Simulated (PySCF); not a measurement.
GaH4O2P, SMILES [OH][Ga]([OH])[PH2].

The structure is a stationary point at ωB97X-D3(BJ)/def2-SVP. The structure was generated by enumeration; whether it is a known compound was not checked. One conformer was computed; it need not be the lowest.

Method: PySCF with r2SCAN/def2-TZVP.

Symmetry labels are those of the subgroup Cs that the program uses (full group Cs).

Question: List the valence orbital energies around the gap with their symmetry. (An estimate is asked for; the answer gives what the named calculation found.)

Answer: 
```csv
orbital,symmetry,energy (eV)
HOMO−7,A",-12.12
HOMO−6,A",-10.06
HOMO−5,A',-9.37
HOMO−4,A',-8.59
HOMO−3,A',-7.95
HOMO−2,A",-7.65
HOMO−1,A",-7.39
HOMO,A',-6.94
LUMO,A',-1.17
LUMO+1,A',-0.81
LUMO+2,A",-0.31
LUMO+3,A',0.66
```
